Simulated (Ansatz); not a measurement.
Consider the cleavage of the Si–Ga bond: `[OH][GaH][SiH2][SeH]` + `OCF` → `FCO[SiH2][SeH]` + `[OH][GaH2]`.

Gas-phase electronic energies from Ansatz, PBE0-D4/def2-TZVP geometries. CCSD(T)/CBS adds triple-zeta CCSD(T) − MP2 to the extrapolated MP2 energy (def2 sets, frozen cores). DFT in def2-TZVPP. For Ga, Se outer-core shells are correlated without core-valence functions, which leaves a few kJ/mol of doubt a bond. Scalar relativity is left out up to krypton. One conformer a species, not always the lowest.

`[OH][GaH][SiH2][SeH]`:

Z-matrix (Å, degrees):
```
Si
Ga 1 2.396
Se 1 2.299 2 106.0
H 1 1.485 2 113.4 3 -113.1
H 1 1.489 2 113.9 3 122.1
O 2 1.791 1 115.3 3 120.2
H 2 1.573 1 127.4 3 -55.6
H 3 1.470 1 93.6 2 52.7
H 6 0.960 2 114.1 1 -175.7
```

`OCF`:

Cartesian coordinates in Å:
```
O 0.538 0.881 0.324
C 0.052 -0.316 -0.131
F -0.907 -0.124 -1.106
H -0.141 1.323 0.843
H -0.426 -0.910 0.656
H 0.885 -0.854 -0.585
```

`FCO[SiH2][SeH]`:

Cartesian coordinates in Å:
```
F -0.903 -1.153 1.714
C -0.281 0.063 1.543
O 0.745 -0.048 0.637
Si 0.584 -0.484 -0.950
Se -1.058 0.674 -2.012
H 0.141 0.360 2.506
H -1.047 0.768 1.200
H 1.910 -0.200 -1.536
H 0.193 -1.903 -1.098
H -0.284 1.923 -2.003
```

`[OH][GaH2]`:

Z-matrix (Å, degrees):
```
Ga
O 1 1.788
H 1 1.565 2 117.5
H 1 1.556 2 113.8 3 180.0
H 2 0.959 1 114.1 3 0.0
```

```
          level  ΔE (kJ/mol)
      r2SCAN-D4        -70.3
        PBE0-D4        -58.2
        ωB97M-V        -77.8
         B2PLYP        -75.6
  HF/def2-TZVPP        -90.2
CCSD/def2-TZVPP        -74.8
  HF/def2-QZVPP        -92.9
  MP2/CBS(def2)        -78.1
```

(1) What does CCSD(T)/CBS give? (An estimate is asked.)

Largest T1 diagnostic among the species: 0.015.

## Answers

(1) Computed: -71.9 kJ/mol. The listed levels differ from it by 1.6, 13.7, -5.9, -3.7, -18.3, -2.9, -21.0, -6.2 kJ/mol.

In def2-TZVPP, CCSD(T) changes the Hartree–Fock value by +17.3 kJ/mol (the triples alone add +2.0 kJ/mol) and MP2 by +11.2 kJ/mol. From PBE to PBE0 (25 % exact exchange), in def2-TZVPP and without D4, ΔE moves by −6.3 kJ/mol.

CCSD(T)/CBS has its own doubt, a few kJ/mol and more with outer-core shells, so smaller differences from it don't rank the levels.
